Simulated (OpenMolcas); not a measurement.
An OpenMolcas run meant for Nb IV (ANO-R1, X2C; inactive shells 1s 2s 2p 3s 3p 3d 4s 4p; intended active space 2 electrons in 5 orbitals (4d)). One step of its input:

```
&CASPT2
Multistate=10 1 2 3 4 5 6 7 8 9 10
Frozen=8 6
IPEA=0.25
Imaginary=1.5
MaxIter=60
WThr=0.0 0.3 0.05
PrWF=0.5
NoMix
```

The run finished. Its levels beside those of a sound run (SS-CASPT2, IPEA 0.25 Eh, imaginary shift 0.1 Eh (closed shells correlated: 4s 4p)), in cm-1 above each run's lowest level:

```
  Level  This run  Usual run
4d2 3F2       0.0        0.0
4d2 3F3      1097       1109
4d2 3F4      2382       2393
4d2 1D2      9228       8429
4d2 3P0     10424      10346
4d2 3P1     10863      10791
4d2 3P2     11908      11743
4d2 1G4     15007      14857
4d2 1S0     34017      32569
```

Q: Which setting is unsound, and how much does it matter here?

A: The level shift is far above the usual 0.1 to 0.3 hartree and damps the second-order energy. Against the sound run the excited levels shown move by 340 cm-1 on average and by 1400 cm-1 at most.

Term energies are means over components that CASPT2 splits; among the terms shown or strongly mixed into the levels shown the widest spread is 510 cm-1 (4d2 3F, the sound run). The basis is small and was not contracted for so high a charge. Levels of configurations outside the active space are missing.
